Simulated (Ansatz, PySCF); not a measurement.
Ge(H)2(F)(OMe) (CH₅FGeO), SMILES C[O][GeH2][F]. Atoms are numbered in the order given.

```xyz
9

Ge     0.5490     0.0371    -0.2598
F      0.8565     0.8418     1.2546
O     -0.8910    -0.9531    -0.0533
C     -2.1454    -0.3681     0.1841
H      1.7021    -0.9260    -0.5290
H      0.2907     1.1609    -1.2751
H     -2.2133     0.0648     1.1977
H     -2.3864     0.4289    -0.5454
H     -2.9150    -1.1499     0.0936
```
Charge 0, spin multiplicity 1.

Geometry: PBE0-D3(BJ)/def2-SVP. Other conformers were not sampled.

Two levels are set side by side: PBE-D3(BJ)/def2-SVP (Ansatz, a quantum-chemistry and plane-wave program) and PBE0-D3(BJ)/def2-SVP (Ansatz). Each level has its own optimised geometry; the coordinates shown are those of the second. Frequencies come from the Hessian of PySCF at each geometry. Differences are taken from unrounded values.

| quantity | PBE0-D3(BJ) |
|---|---|
| mean bond length (Å) | 1.410 |
| bond Ge1–F2 (Å) | 1.742 |
| bond Ge1–O3 (Å) | 1.760 |
| bond O3–C4 (Å) | 1.404 |
| bond Ge1–H5 (Å) | 1.526 |
| bond Ge1–H6 (Å) | 1.536 |
| bond C4–H7 (Å) | 1.104 |
| bond C4–H8 (Å) | 1.107 |
| bond C4–H9 (Å) | 1.101 |
| highest harmonic wavenumber (cm⁻¹) | 3139 |
| mean harmonic wavenumber (cm⁻¹) | 1266 |
| zero-point energy (kcal/mol) | 38.00 |

**Question.** What does PBE-D3(BJ) give, and how far is it from PBE0-D3(BJ)? (The exact figures need the calculation; the answer reports its results.)

**Answer.** 
| quantity | PBE-D3(BJ) | PBE-D3(BJ) minus PBE0-D3(BJ) |
|---|---|---|
| mean bond length (Å) | 1.424 | 0.014 |
| bond Ge1–F2 (Å) | 1.762 | 0.020 |
| bond Ge1–O3 (Å) | 1.783 | 0.023 |
| bond O3–C4 (Å) | 1.419 | 0.015 |
| bond Ge1–H5 (Å) | 1.540 | 0.014 |
| bond Ge1–H6 (Å) | 1.551 | 0.015 |
| bond C4–H7 (Å) | 1.113 | 0.009 |
| bond C4–H8 (Å) | 1.116 | 0.009 |
| bond C4–H9 (Å) | 1.110 | 0.009 |
| highest harmonic wavenumber (cm⁻¹) | 3039 | -100 |
| mean harmonic wavenumber (cm⁻¹) | 1217 | -48 |
| zero-point energy (kcal/mol) | 36.55 | -1.45 |

GGA bonds tend to be longer and softer than those of functionals with exact exchange. Differences between two approximate levels are no errors against the true value.
